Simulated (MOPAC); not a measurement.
A run for MOPAC: AM1 on SiSb, 2S+1 = 2, a spin state set in the input, which need not be the lowest, a point of a bond scan (R = 2.600 Å).

```
AM1 1SCF PRECISE CHARGE=0 UHF MS=0.5 THREADS=1
SbSi

Si     0.00000000 1     0.00000000 1     0.00000000 1
Sb     0.00000000 1     0.00000000 1     2.60016400 1
```

Program output:

```
*******************************************************************************
 **                                                                           **
 **                              MOPAC v23.2.5                                **
 **                                                                           **
 *******************************************************************************
 ** MOPAC's Digital Object Identifier: https://doi.org/10.5281/zenodo.6511958 **
 **                                                                           **
 ** Please cite the open-source release paper for use of this MOPAC version:  **
 ** J. E. Moussa and J. J. P. Stewart (2026)                                  **
 ** MOPAC: An open-source semiempirical molecular orbital program             **
 ** J. Open Source Softw., 11(119), 8025, https://doi.org/10.21105/joss.08025 **
 *******************************************************************************

                              AM1 CALCULATION RESULTS

 *******************************************************************************
 *  AM1        - The AM1 Hamiltonian to be used
 *  UHF        - UNRESTRICTED HARTREE-FOCK CALCULATION
 *
 *
 *
 *                 CHARGE ON SYSTEM = 0
 *
 *
 *
 *  MS=        - IN MECI, MAGNETIC COMPONENT OF SPIN =  0.5
 *  PRECISE    - TIGHTER CRITERIA TO BE USED
 *  1SCF       - DO 1 SCF AND THEN STOP
 *  THREADS=1  - MULTI-THREADING NOT USED
 *  T=         - A TIME OF 172800.0 SECONDS REQUESTED
 *  DUMP=N     - RESTART FILE WRITTEN EVERY 7200.0 SECONDS REQUESTED
 *******************************************************************************
AM1 1SCF PRECISE CHARGE=0 UHF MS=0.5 THREADS=1
 SbSi

   ATOM   CHEMICAL          X               Y               Z
  NUMBER   SYMBOL      (ANGSTROMS)     (ANGSTROMS)     (ANGSTROMS)

     1      Si          0.00000000  *   0.00000000  *   0.00000000  *
     2      Sb          0.00000000  *   0.00000000  *   2.60016400  *



          CARTESIAN COORDINATES

    NO.       ATOM           X           Y           Z

     1        Si          0.0000      0.0000      0.0000
     2        Sb          0.0000      0.0000      2.6002

 Si: (AM1): M.J.S.DEWAR, C. JIE, ORGANOMETALLICS, 6, 1486-1490 (1987).
 Sb: (AM1): J. J. P. STEWART, J. MOL. MOD., 10, 155-164 (2004)

           Empirical Formula: Si Sb  =     2 atoms



      MOLECULAR POINT GROUP   :   C*v


          UHF CALCULATION, NO. OF ALPHA ELECTRONS =    5
                           NO. OF BETA  ELECTRONS =    4

 -------------------------------------------------------------------------------
 AM1 1SCF PRECISE CHARGE=0 UHF MS=0.5 THREADS=1
 SbSi



     1SCF WAS SPECIFIED, SO BFGS WAS NOT USED
     SCF FIELD WAS ACHIEVED


                              AM1 CALCULATION
                                                       MOPAC v23.2.5 Linux




          FINAL HEAT OF FORMATION =        116.78590 KCAL/MOL =     488.63220 KJ/MOL


          COSMO AREA              =        117.94 SQUARE ANGSTROMS
          COSMO VOLUME            =        112.13 CUBIC ANGSTROMS

          IONIZATION POTENTIAL    =          7.598420 EV
          ALPHA SOMO LUMO (EV)    =         -7.874 -1.694
          BETA  SOMO LUMO (EV)    =         -7.598 -1.203
          NO. OF ALPHA ELECTRONS  =          5
          NO. OF BETA  ELECTRONS  =          4
          MOLECULAR WEIGHT        =        149.8355         POINT GROUP:  C*v

          MOLECULAR DIMENSIONS (Angstroms)

            Atom       Atom       Distance
           Sb     2   Si     1     2.60016
           Sb     2   Si     1     0.00000
           Si     1   Sb     2     0.00000


          SCF CALCULATIONS        =          1





   ATOM   CHEMICAL          X               Y               Z
  NUMBER   SYMBOL      (ANGSTROMS)     (ANGSTROMS)     (ANGSTROMS)

     1      Si          0.00000000  *   0.00000000  *   0.00000000  *
     2      Sb          0.00000000  *   0.00000000  *   2.60016400  *

                             CARTESIAN COORDINATES

   1   Si        0.000000000     0.000000000     0.000000000
   2   Sb        0.000000000     0.000000000     2.600164000


           Empirical Formula: Si Sb  =     2 atoms



      MOLECULAR POINT GROUP   :   C*v


          ALPHA EIGENVALUES
 -17.84700 -10.57499  -8.13876  -7.97803  -7.87424  -1.69409  -0.67604  -0.55962


           BETA EIGENVALUES
 -17.77924  -9.40032  -8.13815  -7.59842  -1.20250  -1.08693  -0.16464  -0.08961


              NET ATOMIC CHARGES AND DIPOLE CONTRIBUTIONS

  ATOM NO.   TYPE          CHARGE      No. of ELECS.   s-Pop       p-Pop
    1         Si           0.130489        3.8695     1.90015     1.96936
    2         Sb          -0.130489        5.1305     1.96249     3.16800
 DIPOLE           X         Y         Z       TOTAL
 POINT-CHG.     0.000     0.000    -1.630     1.630
 HYBRID         0.000     0.000     0.717     0.717
 SUM            0.000     0.000    -0.913     0.913


          ATOMIC ORBITAL ELECTRON POPULATIONS

     Atom    s        px        py        pz
    1 Si   1.90015   0.09928   0.97194   0.89815
    2 Sb   1.96249   1.90072   0.02806   1.23922


                    (SZ)    =    0.500000
                    (S**2)  =    0.771322


          ATOMIC ORBITAL SPIN POPULATIONS

    Atom   Total    s     px     py     pz
         Atomic
    1 Si  1.0982  0.042  0.023  0.972  0.062
    2 Sb -0.0982  0.004 -0.023  0.028 -0.107

 **********************
 *                    *
 * JOB ENDED NORMALLY *
 *                    *
 **********************




 == MOPAC DONE ==
```

The run finished.

Cost: very roughly 0.03 core-seconds.
